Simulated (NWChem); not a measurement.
System: SbH2 cation

Excerpt of the output:

```
             Northwest Computational Chemistry Package (NWChem) 7.3.0
             --------------------------------------------------------

 C2V symmetry detected

                             Geometry "geometry" -> ""
                             -------------------------

 Output coordinates in angstroms (scale by  1.889725989 to convert to a.u.)

  No.       Tag          Charge          X              Y              Z
 ---- ---------------- ---------- -------------- -------------- --------------
    1 Sb                  51.0000     0.00000000     0.00000000    -0.04656408
    2 H                    1.0000     0.00000000     1.22127600     1.18738392
    3 H                    1.0000     0.00000000    -1.22127600     1.18738392

 Effective nuclear repulsion energy (a.u.)      31.3065567436

      Symmetry information
      --------------------

 Group name             C2v
 Group number             16
 Group order               4
 No. of unique centers     2

                                 NWChem DFT Module
                                 -----------------

 Summary of "ao basis" -> "ao basis" (spherical)
 ------------------------------------------------------------------------------
       Tag                 Description            Shells   Functions and Types
 ---------------- ------------------------------  ------  ---------------------
 Sb                         def2-svp                10       26   4s4p2d
 H                          def2-svp                 3        5   2s1p

      Symmetry analysis of basis
      --------------------------

        a1         16
        a2          3
        b1          7
        b2         10

            General Information
            -------------------
          SCF calculation type: DFT
          Wavefunction type:  closed shell.
          No. of atoms     :     3
          No. of electrons :    24
           Alpha electrons :    12
            Beta electrons :    12
          Charge           :     1
          Spin multiplicity:     1
          Use of symmetry is: on ; symmetry adaption is: on
          Maximum number of iterations: 150
          AO basis - number of functions:    36
                     number of shells:    16
          Convergence on energy requested:  1.00D-06
          Convergence on density requested:  1.00D-05
          Convergence on gradient requested:  5.00D-04

              XC Information
              --------------
                       M06-2X Method XC Functional
                     Hartree-Fock (Exact) Exchange  0.540
                        M06-2X Exchange Functional  1.000
                      M06-2X Correlation Potential  1.000

             Grid Information
             ----------------
          Grid used for XC integration:  xcoarse
          Radial quadrature: Mura-Knowles
          Angular quadrature: Lebedev.
          Tag              B.-S. Rad. Rad. Pts. Rad. Cut. Ang. Pts.
          ---              ---------- --------- --------- ---------
          Sb                  1.45       84           7.0       194
          H                   0.35       21           7.0       194
          Grid pruning is: on
          Number of quadrature shells:   105
          Spatial weights used:  Erf1

      Superposition of Atomic Density Guess
      -------------------------------------

 Sum of atomic energies:        -278.61087238

 Renormalizing density from      25.00 to     24

      Non-variational initial energy
      ------------------------------

 Total energy =    -237.428596
 1-e energy   =    -430.752764
 2-e energy   =     179.086580
 HOMO         =      -0.671861
 LUMO         =      -0.528772

      Symmetry analysis of molecular orbitals - initial
      -------------------------------------------------

  Numbering of irreducible representations:

     1 a1          2 a2          3 b1          4 b2

  Orbital symmetries:

     1 a1          2 a1          3 b2          4 b1          5 b2
     6 a1          7 a1          8 b1          9 a2         10 a1
    11 b2         12 a1         13 b1         14 b2         15 a1
    16 a1         17 b2         18 a1         19 a1         20 b1
    21 a2         22 b1

     ---------------------------------------------
      Total Density - Mulliken Population Analysis
     ---------------------------------------------

    Atom       Charge   Shell Charges
 -----------   ------   -------------------------------------------------------
    1 Sb  23    22.35   2.11 -0.06  1.54  0.30  2.94  3.11  1.67  0.69  9.95  0.11
    2 H    1     0.83   0.55  0.26  0.01
    3 H    1     0.83   0.55  0.26  0.01

   convergence    iter        energy       DeltaE   RMS-Dens  Diis-err
 ---------------- ----- ----------------- --------- --------- ---------
 d= 0,ls=0.0,diis     1   -240.9451902685 -2.55D+02  2.85D-02  8.07D-01
 d= 0,ls=0.0,diis     2   -240.9902983497 -4.51D-02  1.01D-02  1.26D-01
 d= 0,ls=0.0,diis     3   -241.0011304291 -1.08D-02  5.51D-04  3.76D-04
 d= 0,ls=0.0,diis     4   -241.0012113838 -8.10D-05  1.85D-04  1.36D-05
 d= 0,ls=0.0,diis     5   -241.0012153658 -3.98D-06  2.90D-05  4.65D-07
 d= 0,ls=0.0,diis     6   -241.0012154994 -1.34D-07  5.93D-06  1.44D-08

         Total DFT energy =     -241.001215499404
      One electron energy =     -441.798002697380
           Coulomb energy =      206.303782554425
    Exchange-Corr. energy =      -19.744583322752
 Nuclear repulsion energy =       14.237587966304

 Numeric. integr. density =       23.996987754048

                  Occupations of the irreducible representations
                  ----------------------------------------------

                     irrep           alpha         beta
                     --------     --------     --------
                     a1                6.0          6.0
                     a2                1.0          1.0
                     b1                2.0          2.0
                     b2                3.0          3.0

                       DFT Final Molecular Orbital Analysis
                       ------------------------------------

 Vector   10  Occ=2.000000D+00  E=-8.917489D-01  Symmetry=a1
              MO Center= -8.1D-17, -1.3D-15,  3.3D-01, r^2= 1.7D+00
   Bfn.  Coefficient  Atom+Function         Bfn.  Coefficient  Atom+Function
  ----- ------------  ---------------      ----- ------------  ---------------
     3      0.821532  1 Sb s                  1     -0.377039  1 Sb s
     2     -0.245157  1 Sb s                  4      0.222119  1 Sb s
    27      0.165152  2 H  s                 32      0.165152  3 H  s
    13      0.086555  1 Sb pz                10     -0.034053  1 Sb pz
    28      0.031043  2 H  s                 33      0.031043  3 H  s

 Vector   11  Occ=2.000000D+00  E=-6.395172D-01  Symmetry=b2
              MO Center= -3.2D-17,  1.6D-15,  6.9D-01, r^2= 2.3D+00
   Bfn.  Coefficient  Atom+Function         Bfn.  Coefficient  Atom+Function
  ----- ------------  ---------------      ----- ------------  ---------------
    12      0.454416  1 Sb py                27      0.305053  2 H  s
    32     -0.305053  3 H  s                 15      0.180409  1 Sb py
     9     -0.162689  1 Sb py                28      0.151165  2 H  s
    33     -0.151165  3 H  s                  6     -0.132545  1 Sb py
    18     -0.105104  1 Sb d -1              23      0.088371  1 Sb d -1

 Vector   12  Occ=2.000000D+00  E=-5.904599D-01  Symmetry=a1
              MO Center= -7.5D-19, -2.0D-15, -6.0D-03, r^2= 2.5D+00
   Bfn.  Coefficient  Atom+Function         Bfn.  Coefficient  Atom+Function
  ----- ------------  ---------------      ----- ------------  ---------------
    13      0.515315  1 Sb pz                 3     -0.414039  1 Sb s
    16      0.251837  1 Sb pz                27      0.224734  2 H  s
    32      0.224734  3 H  s                  4     -0.193678  1 Sb s
    10     -0.181591  1 Sb pz                 1      0.168913  1 Sb s
     7     -0.147421  1 Sb pz                28      0.122126  2 H  s

 Vector   13  Occ=0.000000D+00  E=-3.663476D-01  Symmetry=b1
              MO Center= -1.8D-14,  9.4D-17, -5.4D-03, r^2= 2.6D+00
   Bfn.  Coefficient  Atom+Function         Bfn.  Coefficient  Atom+Function
  ----- ------------  ---------------      ----- ------------  ---------------
    11      0.601098  1 Sb px                14      0.540606  1 Sb px
     8     -0.216100  1 Sb px                 5     -0.175710  1 Sb px
    25     -0.031267  1 Sb d  1

 Vector   14  Occ=0.000000D+00  E=-2.048237D-01  Symmetry=b2
              MO Center= -4.2D-16, -7.3D-15,  7.3D-02, r^2= 3.7D+00
   Bfn.  Coefficient  Atom+Function         Bfn.  Coefficient  Atom+Function
  ----- ------------  ---------------      ----- ------------  ---------------
    15      0.898285  1 Sb py                28     -0.662062  2 H  s
    33      0.662062  3 H  s                 12      0.423873  1 Sb py
    27     -0.240109  2 H  s                 32      0.240109  3 H  s
    18      0.149914  1 Sb d -1               9     -0.147830  1 Sb py
    23     -0.141537  1 Sb d -1               6     -0.118578  1 Sb py

 Vector   15  Occ=0.000000D+00  E=-1.594189D-01  Symmetry=a1
              MO Center=  2.2D-16,  2.7D-14,  4.2D-01, r^2= 4.1D+00
   Bfn.  Coefficient  Atom+Function         Bfn.  Coefficient  Atom+Function
  ----- ------------  ---------------      ----- ------------  ---------------
    16      1.003585  1 Sb pz                28     -0.946957  2 H  s
    33     -0.946957  3 H  s                  4      0.766905  1 Sb s
     3      0.497099  1 Sb s                 13      0.378451  1 Sb pz
    27     -0.216696  2 H  s                 32     -0.216696  3 H  s
     1     -0.177786  1 Sb s                  2     -0.140346  1 Sb s

     ---------------------------------------------
      Total Density - Mulliken Population Analysis
     ---------------------------------------------

    Atom       Charge   Shell Charges
 -----------   ------   -------------------------------------------------------
    1 Sb  23    22.11   2.11 -0.07  1.40  0.44  2.97  3.04  1.43  0.70  9.81  0.27
    2 H    1     0.95   0.66  0.27  0.01
    3 H    1     0.95   0.66  0.27  0.01

     -------------------------------------------
      Total Density - Lowdin Population Analysis
     -------------------------------------------

    Atom       Charge   Shell Charges
 -----------   ------   -------------------------------------------------------
    1 Sb  23    21.98   1.30  0.67  1.07  0.67  2.79  3.05  1.36  0.96  9.53  0.57
    2 H    1     1.01   0.58  0.40  0.03
    3 H    1     1.01   0.58  0.40  0.03

     Multipole analysis of the density
     ---------------------------------

     L   x y z        total         alpha         beta         nuclear
     -   - - -        -----         -----         ----         -------
     0   0 0 0      1.000000    -12.000000    -12.000000     25.000000

     1   1 0 0     -0.000000     -0.000000     -0.000000      0.000000
     1   0 1 0     -0.000000     -0.000000     -0.000000      0.000000
     1   0 0 1      0.190732     -1.136541     -1.136541      2.463814

     2   2 0 0    -14.432921     -7.216461     -7.216461      0.000000
     2   1 1 0      0.000000      0.000000      0.000000      0.000000
     2   1 0 1      0.000000      0.000000      0.000000      0.000000
     2   0 2 0    -16.690328    -13.671460    -13.671460     10.652592
     2   0 1 1     -0.000000     -0.000000     -0.000000      0.000000
     2   0 0 2    -17.729279    -13.988456    -13.988456     10.247634

            General Information
            -------------------
          SCF calculation type: DFT
          Wavefunction type:  closed shell.
          No. of atoms     :     3
          No. of electrons :    24
           Alpha electrons :    12
            Beta electrons :    12
          Charge           :     1
          Spin multiplicity:     1
          Use of symmetry is: on ; symmetry adaption is: on
          Maximum number of iterations: 150
          AO basis - number of functions:    36
                     number of shells:    16
          Convergence on energy requested:  1.00D-06
          Convergence on density requested:  1.00D-05
          Convergence on gradient requested:  5.00D-04

              XC Information
              --------------
                       M06-2X Method XC Functional
                     Hartree-Fock (Exact) Exchange  0.540
                        M06-2X Exchange Functional  1.000
                      M06-2X Correlation Potential  1.000

             Grid Information
             ----------------
          Grid used for XC integration:  xcoarse
          Radial quadrature: Mura-Knowles
          Angular quadrature: Lebedev.
          Tag              B.-S. Rad. Rad. Pts. Rad. Cut. Ang. Pts.
          ---              ---------- --------- --------- ---------
          Sb                  1.45       84           7.0       194
          H                   0.35       21           7.0       194
          Grid pruning is: on
          Number of quadrature shells:   105
          Spatial weights used:  Erf1

          Convergence Information
          -----------------------
          Convergence aids based upon iterative change in
          total energy or number of iterations.
          Levelshifting, if invoked, occurs when the
          HOMO/LUMO gap drops below (HL_TOL):  1.00D-02
          DIIS, if invoked, will attempt to extrapolate
          using up to (NFOCK): 10 stored Fock matrices.

                    Damping( 0%)  Levelshifting(0.5)       DIIS
                  --------------- ------------------- ---------------
          dE  on:    start            ASAP                start
          dE off:    2 iters        150 iters           150 iters

                            NWChem DFT Gradient Module
                            --------------------------

  charge          =   1.00
  wavefunction    = closed shell

  Using symmetry

                         DFT ENERGY GRADIENTS

    atom               coordinates                        gradient
                 x          y          z           x          y          z
   1 Sb      0.000000   0.000000  -0.087993    0.000000   0.000000  -0.012759
   2 H       0.000000   2.307877   2.243830    0.000000   0.004668   0.006379
   3 H       0.000000  -2.307877   2.243830    0.000000  -0.004668   0.006379
```

Level: M06-2X/def2-SVP with def2 effective core potentials on Sb. Structure relaxed at the PBE-D3(BJ)/def2-SVP level. def2 effective core potentials on Sb; no spin-orbit coupling.

Problem. Reconstruct the input file.

Solution. This is not unique; one that fits is the input that was run:
```
start job
memory heap 200 mb stack 900 mb global 1100 mb
charge 1
geometry units angstroms noautoz
  Sb     0.000000     0.000000     0.059195
  H      1.221276     0.000000    -1.174753
  H     -1.221276     0.000000    -1.174753
end
basis spherical
  Sb library def2-svp
  H library def2-svp
end
ecp
  Sb library def2-ecp
end
dft
  xc m06-2x
  grid xcoarse
  iterations 150
  mulliken
end
task dft gradient
```
